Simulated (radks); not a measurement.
Results of a calculation; reference values are marked as such.
Neutral terbium inside a hard spherical wall (all orbitals vanish at R), configuration held at [Xe] 4f9 6s2 and not refilled when levels cross. Code: a radial shooting solver on a logarithmic mesh with Libxc functionals. Model: scalar-relativistic Kohn-Sham, PBE, spin-polarised, spherical densities, finite nucleus; open shells are filled with parallel spins first (spin-orbit coupling, left out, can overturn this in heavy ions); Fermi nuclear charge, rms radius 5.06 fm. Eigenvalues in eV for spin up, with the zero of energy where the potential of the charges vanishes at infinity; a dash marks a level that is unbound or too diffuse for the functional's potential to be trusted. A positive occupied level is held by the wall or, in an anion where self-interaction has pushed it up, behind a barrier. The pressure on the wall is -dE/dV.

R (bohr),E (hartree),kinetic (hartree),e(5s),e(5p),e(4f),e(6s),"e(5d, empty)","e(6p, empty)",pressure (GPa)
free,-11708.1829,12599.446,-48.408,-25.522,-4.467,-3.781,-1.477,-1.198,0
20,-11708.1829,12599.446,-48.407,-25.521,-4.467,-3.781,-1.477,-1.198,< 0.0001
15,-11708.1829,12599.447,-48.404,-25.518,-4.464,-3.779,-1.474,-1.182,0.000220
10,-11708.1801,12599.471,-48.224,-25.340,-4.285,-3.640,-1.305,-0.827,0.0629
8,-11708.1646,12599.566,-47.689,-24.814,-3.758,-3.155,-0.804,0.092,0.615
6,-11708.0674,12599.999,-46.035,-23.213,-2.101,-1.064,0.891,3.545,7.04
5,-11707.8791,12600.720,-44.223,-21.498,-0.219,2.212,3.003,8.529,28.7
3.5,-11706.4850,12605.960,-37.008,-14.534,8.016,21.360,12.830,34.373,437
3,-11704.6835,12612.636,-30.675,-7.873,15.695,41.828,22.333,59.483,1410
2.5,-11700.0908,12628.742,-18.001,6.457,30.642,86.044,42.214,110.63,5480
2,-11686.5479,12672.391,12.857,42.757,61.816,192.29,90.151,227.69,27100
